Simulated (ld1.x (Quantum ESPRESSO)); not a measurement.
## Cutoff test, Bi (Z = 83), TM

```
Element                 : bismuth
Generator               : ld1.x (Quantum ESPRESSO) 7.5
Type                    : norm-conserving Troullier–Martins (Kleinman–Bylander form)
Functional              : LDA (PZ)
Relativity              : scalar-relativistic
Frozen core             : [Xe] 4f14
Valence charge          : 15
Reference configuration : 5d10 6s2 6p1 (charge +2)
Partial waves           : 6p (bound): rc 2.25 bohr; 5d (bound): rc 1.25 bohr; 6s (bound): rc 1.60 bohr
Local potential         : the s channel
Core correction         : none
```

The pseudo-atom Hamiltonian at the reference potential is diagonalised in spherical Bessel functions j_l(qr) that vanish at 20 bohr, with q² up to the cutoff. All-electron valence levels (Ry): 6p -1.4368, 5d -3.2865, 6s -2.2873.

**Question.** How do the lowest levels (Ry) of each channel move with the cutoff, and are there ghosts?

**Answer.**

```json
{"cutoff (Ry)": "8", "p #1": "-1.4181", "p #2": "-0.5093", "d #1": "-1.3118", "d #2": "-0.4396", "s #1": "-2.2202", "f #1": "-0.3299", "f #2": "-0.1841", "Σ f·Δε (mRy)": "19899.8"}
{"cutoff (Ry)": "15", "p #1": "-1.4358", "p #2": "-0.5150", "d #1": "-1.8991", "d #2": "-0.5319", "s #1": "-2.2348", "f #1": "-0.3305", "f #2": "-0.1845", "Σ f·Δε (mRy)": "13979.9"}
{"cutoff (Ry)": "25", "p #1": "-1.4365", "p #2": "-0.5152", "d #1": "-2.8086", "d #2": "-0.6178", "s #1": "-2.2727", "f #1": "-0.3308", "f #2": "-0.1847", "Σ f·Δε (mRy)": "4808.4"}
{"cutoff (Ry)": "40", "p #1": "-1.4368", "p #2": "-0.5153", "d #1": "-3.2615", "d #2": "-0.6401", "s #1": "-2.2815", "f #1": "-0.3309", "f #2": "-0.1847", "Σ f·Δε (mRy)": "261.9"}
{"cutoff (Ry)": "55", "p #1": "-1.4368", "p #2": "-0.5153", "d #1": "-3.2839", "d #2": "-0.6407", "s #1": "-2.2858", "f #1": "-0.3310", "f #2": "-0.1848", "Σ f·Δε (mRy)": "29.4"}
{"cutoff (Ry)": "80", "p #1": "-1.4368", "p #2": "-0.5153", "d #1": "-3.2851", "d #2": "-0.6407", "s #1": "-2.2866", "f #1": "-0.3310", "f #2": "-0.1848", "Σ f·Δε (mRy)": "15.5"}
{"cutoff (Ry)": "110", "p #1": "-1.4368", "p #2": "-0.5153", "d #1": "-3.2864", "d #2": "-0.6407", "s #1": "-2.2872", "f #1": "-0.3310", "f #2": "-0.1848", "Σ f·Δε (mRy)": "1.0"}
{"cutoff (Ry)": "160", "p #1": "-1.4368", "p #2": "-0.5153", "d #1": "-3.2865", "d #2": "-0.6408", "s #1": "-2.2873", "f #1": "-0.3310", "f #2": "-0.1848", "Σ f·Δε (mRy)": "0.3"}
{"cutoff (Ry)": "400", "p #1": "-1.4368", "p #2": "-0.5153", "d #1": "-3.2865", "d #2": "-0.6408", "s #1": "-2.2873", "f #1": "-0.3310", "f #2": "-0.1848", "Σ f·Δε (mRy)": "0.0"}
```

Result: no extra level below or beside the all-electron valence levels (p, d, s, f tested); 10 mRy is reached at 90 Ry and 1 mRy at 120 Ry.
